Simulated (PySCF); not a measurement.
C₄H₆OSe, SMILES O1[C@@H]([SeH])C(=C)C1. Atoms are numbered in the order given.

```xyz
12

C      0.7300    -2.3941    -0.0628
C     -0.2473    -1.5121     0.1000
C     -1.4701    -1.3494     0.9629
O     -1.7726    -0.1091     0.3118
C     -0.6142    -0.1829    -0.4997
Se     0.7591     1.1850    -0.1637
H      1.5277    -2.2184    -0.7891
H      0.7673    -3.3141     0.5261
H     -2.2673    -2.1001     0.8214
H     -1.2774    -1.2241     2.0436
H     -0.8506    -0.1533    -1.5756
H      0.0826     2.2243    -0.9565
```

Geometry optimised at PBE0-D3(BJ)/def2-SVP. The structure was generated by enumeration; whether it is a known compound was not checked. Other conformers were not sampled.

Calculation: PBE/def2-TZVP (PySCF).

The molecule is in vacuum.

```
Property                                                                                                        Value
---------------------------------------------------------------------------------------------  ----------------------
total energy                                                                                      -2632.18489 hartree
highest occupied level                                                                                       -5.59 eV
lowest empty level                                                                                           -1.64 eV
orbital gap                                                                                                   3.96 eV
dipole moment                                                                                               0.358 e·Å
quadrupole, principal values (traceless, Buckingham form, about the centre of nuclear charge)  -5.62, -2.66, 8.27 D·Å
mean static polarisability                                                                      79.1 bohr³ (11.72 Å³)
polarisability, principal values                                                               60.2, 79.2, 97.9 bohr³
```
